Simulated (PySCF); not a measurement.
Be(SH)(OSiH3) (BeH₄OSSi), SMILES [SiH3][O][Be][SH]. Heavy atoms are numbered as in [Be:1]([SH:2])[O:4][SiH3:5]. Hydrogens are named by the atom that carries them.

Geometry: PBE-D3(BJ)/def2-SVP. The values are those of a single conformer.

Method: KT2/pcSseg-1 in PySCF.

GIAO shieldings, no solvent; atoms alike by connectivity are averaged. δ = σ(ref) − σ: ³³S against H2S (σ = 723.0 ppm); ¹H against TMS (σ = 31.47 ppm); ¹⁷O against H2O (σ = 330.4 ppm); ²⁹Si against TMS (σ = 361.9 ppm), references at their B3LYP-D3(BJ)/def2-TZVP geometries, non-relativistic.

Task: Estimate the chemical shifts. (Estimate from the structure and the level; the computed values follow.)

Result: 
```
nucleus       atoms  count  δ (ppm)
-------  ----------  -----  -------
³³S         S2 (SH)      1    -87.7
¹H         H on Si5      3     5.71
¹H          H on S2      1     0.18
¹⁷O              O4      1     47.5
²⁹Si     Si5 (SiH3)      1    -33.2
```
